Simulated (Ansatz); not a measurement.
Ansatz (a program for electronic structure) input:

Ansatz 0.2 input:
```yaml
crystal:
  periodic: [false, false, false]
  atoms:
    - {symbol: Si, position_ang: [0.02198001, 0.00626570, 0.50136256]}
    - {symbol: Cl, position_ang: [1.70380184, -0.88069120, -0.24017848]}
    - {symbol: Cl, position_ang: [-1.62279584, -1.04607026, -0.09227183]}
    - {symbol: Cl, position_ang: [-0.10417001, 1.92015824, -0.19591919]}
    - {symbol: H, position_ang: [0.08606800, 0.02453486, 1.96320569]}
basis:
  gaussian:
    orbitals: 6-31G*
hamiltonian:
  xc: {name: PBE0}
```

Q: What final total energy does it print?

A: -1670.19709 Eh (PBE0/6-31G*).
